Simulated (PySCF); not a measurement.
NMR data simulated for an unnamed compound:

$^{1}$H NMR (300 MHz, computed): δ 8.44 (m, 1H), 6.96 (m, 1H), 6.66 (m, 1H).

$^{13}$C{$^{1}$H} NMR (computed): δ 181.8 (C), 175.5 (C), 158.2 (CH), 113.9 (CH), 101.8 (CH).

Computed data (PySCF 2.14.0 with density-fitted response routines): NMR shieldings at B97-2/pcSseg-2/GIAO, geometry from PBE0-D3(BJ)/def2-TZVP. Gas phase, a single conformation, no relativistic terms.

References, each an isolated molecule treated in the same way: $^{1}$H, $^{13}$C vs TMS.

Which of these does the molecule contain: a heteroaromatic ring, a (CH3)2CH unit, a nitrile, a non-aromatic C=C double bond?

Results:


- A heteroaromatic ring: yes.
- A (CH3)2CH unit: no.
- A nitrile: no.
- A non-aromatic C=C double bond: no.

The data belong to SMILES Fc1ccnc(F)c1, C5H3F2N; they needn't prove each group on their own.

Carbon signals by region: 2 in the far downfield region (above 160 ppm), 3 in the sp2 and nitrile region (100–160 ppm). Above 160 ppm: 181.8, aromatic carbon bearing fluorine, 175.5, aromatic carbon bearing fluorine.

Splittings by $^{19}$F in the carbon and heteronuclear signals aren't shown, as no couplings were computed. Shifts are as computed. Against solution values, carbons near 30 ppm lie about +3 ppm off and those near 130 ppm about +7 ppm. Of 1211 compounds with measured shifts, 218 miss one by over three times the rms of a fit or turn the order of signals round; such compounds aren't used in these exercises. Multiplicities follow the n + 1 count of equivalent neighbours, as no J values were calculated; m marks all less simple cases, F and P coupling included.
